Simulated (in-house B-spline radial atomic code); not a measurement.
How numerical settings move a run on neutral neon, [He] 2s2 2p6. Computed with an all-electron radial atomic-structure program (B-spline basis): Dirac-Hartree-Fock, average of configuration, Fermi nucleus of rms radius 3.0055 fm.

Command:
```bash
python run_scf.py task.json out
```
Settings of the sound reference run:
```
Z                10
electrons        10
configuration    [He] 2s2 2p6
hamiltonian      dirac
method           hf
spin_polarised   False
nucleus          fermi
rms_radius       3.0055
mass_number      20
atomic_mass      19.99244
speed_of_light   137.036
knot_spacing     0.22
spline_order     8
gauss_points     12
box_radius       50
max_iterations   70
damping          0.5
damped_steps     3
diis_vectors     10
tolerance        1e-08
start            Thomas-Fermi
```

Cost of the run: 0.95 s on 1 thread of Arm Neoverse V1 (shared host).

It converges in 8 iterations to -128.691926 hartree, with 2p3/2 at -23.0825 eV. The other runs change the listed settings, some to values that make no sense; their results aren't properties of the atom or ion. Radii are in bohr (the nuclear one in fm), a minus after a letter asks for a j subshell, and «unchanged» means within 1e-8 hartree. The run stops when the residual is below 10 × tolerance × max(1, Z/10), or a noise floor if that is larger, and the energy moves by less than 1e-8 × √|E| hartree; so very loose and very tight tolerances often act alike.

```tsv
changed settings	outcome
tolerance = 1e-13	converged in 8 iterations, energy unchanged
max_iterations = 2	not converged after 2 iterations, last residual 3.7e-02, last energy +4.81e-02 hartree from the reference
spline_order = 5, max_iterations = 75, damped_steps = 1	converged in 8 iterations, energy +5.71e-07 hartree from the reference, 2p3/2 level +7.7e-06 eV
start = bare nucleus	converged in 10 iterations, energy unchanged, 2p3/2 level -2.6e-06 eV
max_iterations = 3	not converged after 3 iterations, last residual 9.4e-03, last energy +3.20e-03 hartree from the reference
knot_spacing = 0.3, spline_order = 7, max_iterations = 75	converged in 9 iterations, energy +9.56e-08 hartree from the reference, 2p3/2 level +7.8e-06 eV
electrons = 11, configuration = [He] 2s2 2p7, max_iterations = 50	stopped with error: shell 2p holds at most 6 electrons
box_radius = 3, max_iterations = 60, damping = 0	converged in 8 iterations, energy +1.04e-01 hartree from the reference, 2p3/2 level +2.4e+00 eV (the program warns: 2p3/2 reaches the box edge; 2s1/2 reaches the box edge)
```

Q: What happens with box_radius = 2, max_iterations = 8, damped_steps = 30, start = bare nucleus?

A: Not converged after 8 iterations, last residual 1.0e-03, last energy +1.31e+00 hartree from the reference.

Q: What happens with electrons = 18, configuration = [He] 2s2 2p6 4s2 4p6, max_iterations = 60?

A: Not converged after 60 iterations, last residual 1.1e-03.

Q: What happens with max_iterations = 5?

A: Not converged after 5 iterations, last residual 1.4e-03, last energy +5.06e-05 hartree from the reference.

Q: What happens with spin_polarised = True?

A: Stopped with error: spin polarisation is not served with the Dirac Hamiltonian.
